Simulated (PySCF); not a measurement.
**C8H13NSi: calculation and literature**

Mapped SMILES: `[CH3:1][Si:2]([CH3:3])([CH3:4])[c:5]1[cH:6][cH:7][n:8][cH:9][cH:10]1` (H(Xn): hydrogen on atom n).

How the numbers were obtained: PBE0-D3(BJ)/def2-SVP geometry, shielding tensors at PBE/pcSseg-1 (GIAO), in PySCF 2.14 (isolated molecule, one computed conformer, relativity neglected, fast rotation and ring inversion assumed for equivalent nuclei).

Reference values: estimated from measurements, as parent shift plus tabulated substituent increment (solution, not stated per compound (mostly CDCl3 or CCl4); Pretsch, Buehlmann, Badertscher, Structure Determination of Organic Compounds, 4th ed. (2009)).
```
 atoms  quantity  reference  computed  computed, scaled
    C5     δ 13C      147.8     151.1             148.7
 C7/C9     δ 13C      147.0     152.3             150.0
C6/C10     δ 13C      126.1     131.1             128.9
```

Computed shifts are σ(ref) − σ with the named reference compound (TMS for H and C) calculated as an isolated molecule at the same level. The measured values may be among those fitted. Scaled to experiment by linear calibration (H and C: mostly CDCl3 data, vs TMS): 13C (scatter 1.8 ppm rms, 2.0 ppm with the 1 outlier that the fit left out). Occasional misses reach two or three times the rms, and more in compound classes unlike the fitted ones.

Problem. How far are the unscaled 13C shifts from the references?

Solution. Mean signed difference +4.53 ppm, mean absolute 4.53 ppm over 3 comparisons; the largest is +5.3 ppm at C7/C9 (aromatic CH next to a ring nitrogen).
